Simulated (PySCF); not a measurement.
Molecule: SMILES CO[SiH2]CCC, C$_{4}$H$_{12}$OSi.

Molfile (atoms numbered from 1):
```
C4H12OSi
     RDKit          3D

 18 17  0  0  0  0  0  0  0  0999 V2000
   -2.8621    0.1256   -0.0739 C   0  0  0  0  0  0  0  0  0  0  0  0
   -1.3989    0.4588   -0.3223 C   0  0  0  0  0  0  0  0  0  0  0  0
   -0.5845   -0.7312   -0.8292 C   0  0  0  0  0  0  0  0  0  0  0  0
    1.2288   -0.3619   -1.0847 Si  0  0  0  0  0  4  0  0  0  0  0  0
    1.8213    0.1375    0.3942 O   0  0  0  0  0  0  0  0  0  0  0  0
    3.1336    0.5670    0.6122 C   0  0  0  0  0  0  0  0  0  0  0  0
   -3.4217    1.0020    0.2882 H   0  0  0  0  0  0  0  0  0  0  0  0
   -2.9648   -0.6711    0.6805 H   0  0  0  0  0  0  0  0  0  0  0  0
   -3.3532   -0.2281   -0.9949 H   0  0  0  0  0  0  0  0  0  0  0  0
   -1.3279    1.2874   -1.0490 H   0  0  0  0  0  0  0  0  0  0  0  0
   -0.9399    0.8371    0.6065 H   0  0  0  0  0  0  0  0  0  0  0  0
   -0.6511   -1.5735   -0.1173 H   0  0  0  0  0  0  0  0  0  0  0  0
   -0.9960   -1.1083   -1.7836 H   0  0  0  0  0  0  0  0  0  0  0  0
    1.4346    0.7249   -2.1000 H   0  0  0  0  0  0  0  0  0  0  0  0
    1.9721   -1.5754   -1.5588 H   0  0  0  0  0  0  0  0  0  0  0  0
    3.3894    1.4524   -0.0001 H   0  0  0  0  0  0  0  0  0  0  0  0
    3.2466    0.8459    1.6714 H   0  0  0  0  0  0  0  0  0  0  0  0
    3.8744   -0.2241    0.3902 H   0  0  0  0  0  0  0  0  0  0  0  0
  1  2  1  0
  2  3  1  0
  3  4  1  0
  4  5  1  0
  5  6  1  0
  1  7  1  0
  1  8  1  0
  1  9  1  0
  2 10  1  0
  2 11  1  0
  3 12  1  0
  3 13  1  0
  4 14  1  0
  4 15  1  0
  6 16  1  0
  6 17  1  0
  6 18  1  0
M  END
```

Geometry PBE0-D3(BJ)/def2-SVP throughout; GIAO in PySCF 2.14.0 with density-fitted response routines, gas phase, one conformer, non-relativistic; equivalent atoms averaged; basis pcSseg-1.

Question: How do the absolute shieldings σ depend on the functional? (a selection of nuclei; ppm; last column core-seconds on shared hosts with different chips, so compare them loosely)

Answer: 
```csv
functional,kind,C1,C2,C3,Si4,O5,H16/H17/H18,H10/H11,H7/H8/H9,H12/H13,core-s
HF,Hartree–Fock,171.1,173.6,176.5,406.1,357.5,28.27,30.50,30.62,31.43,9.3
LDA,LDA,161.1,160.3,160.0,319.3,329.0,27.04,29.38,29.81,30.17,20
PBE,GGA,159.2,158.1,160.5,341.6,322.1,27.47,29.77,30.16,30.60,30
BLYP,GGA,153.6,151.8,154.7,335.6,316.6,27.60,29.93,30.29,30.79,33
BP86,GGA,158.9,157.9,160.4,341.3,322.6,27.53,29.84,30.22,30.68,30
OPBE,GGA,164.9,164.0,168.0,366.0,325.1,27.59,29.81,30.21,30.64,30
KT2,GGA,162.3,161.0,163.9,367.4,322.5,27.47,29.74,30.13,30.57,31
KT3,GGA,161.1,159.2,163.6,375.9,319.2,27.67,29.88,30.27,30.74,30
B97-D,GGA,157.8,156.6,160.3,358.3,321.7,27.69,29.98,30.34,30.85,29
B3LYP,global hybrid,158.2,157.6,160.2,348.7,328.2,27.73,30.01,30.33,30.89,27
PBE0,global hybrid,164.2,164.4,166.8,358.3,335.1,27.66,29.91,30.24,30.77,33
mPW1PW91,global hybrid,163.2,163.5,166.2,357.5,334.4,27.73,29.97,30.29,30.83,18
WP04,global hybrid,151.3,149.7,155.0,355.9,318.9,28.14,30.26,30.58,31.12,16
B97-2,global hybrid,163.1,163.0,166.4,366.0,332.5,27.78,30.01,30.33,30.88,16
BHandHLYP,global hybrid,163.6,164.3,166.8,369.1,341.4,27.91,30.14,30.39,31.04,16
CAM-B3LYP,range-separated hybrid,162.3,162.5,164.4,351.8,337.5,27.70,29.99,30.28,30.87,22
wB97X-D,range-separated hybrid,164.4,165.2,167.8,359.5,337.9,27.80,30.07,30.35,30.94,22
LC-wPBE,range-separated hybrid,169.7,171.5,173.4,361.6,347.9,27.79,30.06,30.32,30.91,27
```

Question: Which nucleus among those listed moves most, in ppm?

Answer: Si4 (silicon bonded to C, O, 2 H): from 319.3 ppm with LDA to 406.1 ppm with HF. The smallest spread is 0.81 ppm, at H7/H8/H9. Proton shifts span only some 12 ppm, so a few tenths of a ppm matter as much there as several ppm in carbon.
